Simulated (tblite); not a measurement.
Compound: C9H5FO2.
Structure used (GFN2-xTB), in Å, numbered top down from 1:
```xyz
17
C9H5FO2 angstrom
O      3.817   -1.406   -1.192
C      3.314   -0.604   -0.482
F      4.108    0.224    0.273
C      1.920   -0.302   -0.237
C      1.355    0.636    0.590
C     -0.048    0.496    0.441
C     -1.167    1.130    0.987
C     -2.411    0.704    0.585
C     -2.564   -0.334   -0.343
C     -1.478   -0.977   -0.898
C     -0.219   -0.551   -0.496
O      0.974   -1.025   -0.898
H      1.883    1.328    1.215
H     -1.048    1.930    1.701
H     -3.293    1.175    0.990
H     -3.560   -0.636   -0.631
H     -1.588   -1.777   -1.613
```

Computed values, GFN2-xTB/tblite, gas phase, harmonic and unscaled. Against measured fundamentals such values can be off by several per cent, at times by over 20. One conformer, not necessarily the lowest.

Harmonic wavenumbers (cm⁻¹): 67.2, 87.4, 123.8, 238.9, 252.7, 331.7, 363.3, 407.4, 528.3, 534.9, 549.4, 560.4, 598.8, 667.0, 693.6, 714.3, 772.9, 827.0, 835.6, 864.4, 874.8, 908.3, 909.4, 928.0, 1005.5, 1055.5, 1109.3, 1129.9, 1170.4, 1205.9, 1252.7, 1275.4, 1308.8, 1360.0, 1398.1, 1483.6, 1529.3, 1574.0, 1606.4, 1836.2, 3089.9, 3097.1, 3105.3, 3114.7, 3187.7.

A = 2955, B = 561.5, C = 471.9 MHz; mass 164.027 u (most abundant isotopes); point group Cs, symmetry number 1.

**Question.** Zero-point energy?

**Answer.** ½Σν̃ = 25268 cm⁻¹ = 72.24 kcal/mol.

**Question.** Entropy at 298.15 K, 1 bar (ideal gas, RRHO, classical rotation)?

**Answer.** Translation 41.22, rotation 30.40, vibration 23.29: S = 94.9 cal/(mol K).

**Question.** And Cp and H(298.15 K) − H(0)?

**Answer.** Cp = 37.20 cal/(mol K), of which vibrations give 29.25 (their classical limit is 45 R = 89.4); H(298.15 K) − H(0) = 6.30 kcal/mol without the zero-point energy, 3.93 from vibrations.

**Question.** What must be added to the electronic energy to get the Gibbs energy at 298.15 K and 1 bar?

**Answer.** ZPE + [H(298.15 K) − H(0)] − T·S = 72.24 + 6.30 − 28.30 = 50.24 kcal/mol.

**Question.** Which modes carry the vibrational entropy at 298.15 K?

**Answer.** 67.2 cm⁻¹: 4.23; 87.4 cm⁻¹: 3.72; 123.8 cm⁻¹: 3.04; 238.9 cm⁻¹: 1.81; 252.7 cm⁻¹: 1.71; 331.7 cm⁻¹: 1.25 cal/(mol K); the other 39 give 7.53 together.

Hindered rotation and anharmonicity are outside this model. Other conformers, if any are populated, would add a mixing term that is left out.
